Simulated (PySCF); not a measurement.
The isolated species `F[Si@H](P)Br` is ionised with synchrotron light (hν = 850.0 eV). Calculated photoelectron kinetic energies of its computed core levels, recoil neglected:

| line | kinetic energy (eV) |
| --- | --- |
| 1 | 741.26 |
| 2 | 740.63 |
| 3 | 713.03 |
| 4 | 712.14 |
| 5 | 157.38 |

The calculation used delta-SCF UKS SCAN, pcX-2 on the ionised atom, pcseg-1 elsewhere, spin-free X2C in PySCF.

Q: Convert to binding energies and name the level and atom behind each line. Numbering: `[F:1][Si@H:2]([PH2:3])[Br:4]`.

A: Against the vacuum level, binding energy = hν − kinetic energy.

```csv
line,binding energy (eV),level,atoms,environment
1,108.74,Si 2p3/2,Si2,fluorine-bound silicon
2,109.37,Si 2p1/2,Si2,fluorine-bound silicon
3,136.97,P 2p3/2,P3,three-coordinate phosphorus
4,137.86,P 2p1/2,P3,three-coordinate phosphorus
5,692.62,F 1s,F1,silicon-bound fluorine
```

Out of reach at this photon energy: Si 1s (1848.8 eV), P 1s (2150.5 eV).

Q: Where does line 2 move with hν = 800.0 eV?

A: To 800.0 − 109.37 = 690.63 eV; every photoline shifts by the change in photon energy, -50.0 eV.

Q: Which photon energy gives electrons from P 2p3/2 of P3 a kinetic energy of 150 eV, and what is their de Broglie wavelength?

A: hν = 136.97 + 150 = 286.97 eV, recoil neglected; λ = 12.264 Å/√(E/eV) = 1.00 Å.

Other core shells, valence and Auger electrons aren't listed. The 2p values aren't plain energy differences: one relaxed spin-free 2p hole is combined with a matrix within the shell (ground-state 2p orbital-energy differences and spin–orbit coupling). 2p3/2, the mean of its two sublevels, lies a third of the splitting below the shell's mean and 2p1/2 two thirds above it; the statistical areas are 2:1. 2p1/2 minus 2p3/2 (ligand field included): Si 0.63 eV, P 0.89 eV. No level of bromine is listed. The structure is a single PBE0-D3(BJ)/def2-SVP conformer in the gas phase; no vibrational or solvent corrections.

Shape of the structure used: `[F:1][Si@H:2]([PH2:3])[Br:4]`: H–P3–Si2–F1 -170°, H–P3–Si2–F1 -76°.
